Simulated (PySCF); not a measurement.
## How methods differ on the ionisation energy of N⁺

N⁺ [He] 2s2 2p2 (3P) → N²⁺ [He] 2s2 2p1 (2P), as a difference of total energies. Computed with PySCF 2.14 in ANO-R3, with scalar relativity by spin-free X2C-1e. Correlated levels: valence: 1s2 frozen; valence and next inner shell: nothing frozen. The calculations carry no spin-orbit coupling.

```tsv
method	ionisation energy (eV)	difference from reference (eV)
UHF	29.212	-0.389
LDA	30.062	+0.461
PBE	29.903	+0.302
PBE0	29.916	+0.315
r2SCAN	30.150	+0.549
B3LYP	30.001	+0.400
M06	29.814	+0.213
TPSS	29.854	+0.253
B97-3	29.866	+0.265
MP2 (valence)	29.634	+0.033
SCS-MP2 (valence)	29.495	-0.106
MP2 (valence and next inner shell)	29.650	+0.049
SCS-MP2 (valence and next inner shell)	29.504	-0.097
```

Reference: 29.601 eV (semi-empirical (NIST evaluation); NIST Atomic Spectra Database, ionization energies).

Errors of the correlated levels include the incompleteness of this basis and the frozen core.
